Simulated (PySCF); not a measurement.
NbCl2, SMILES [Cl][Nb][Cl] (connectivity only; charge and spin as stated), neutral, multiplicity 4. Atoms are numbered in the order given.

```xyz
3

Nb     0.0000     0.0000     0.0000
Cl     0.0000     0.0000    -2.3113
Cl     0.0000     0.0000     2.3113
```
Charge 0, spin multiplicity 4.

Coordinates come from a B3LYP-D3(BJ)/def2-TZVP optimisation. The spin state was assumed, not searched. The def2 effective core potentials stand for the cores of Nb; spin–orbit coupling is left out.

All values below come from PBE/def2-TZVPD (PySCF).

Isolated molecule, no solvent.

Q: Estimate the frontier levels, dipole moment and polarisability. (The exact figures need the calculation; the answer reports its results.)

A: 
The α spin, highest occupied and lowest empty level comes out as -5.19 and -4.17 eV and the β spin, highest occupied and lowest empty level is -8.36 and -3.42 eV. The dipole moment is 0.00 D and the mean static polarisability comes out as 81.2 bohr³ (12.03 Å³). The polarisability, principal values comes out as 67.5, 67.5, 108.6 bohr³. The ⟨S²⟩ is 3.768 (pure state 3.75).
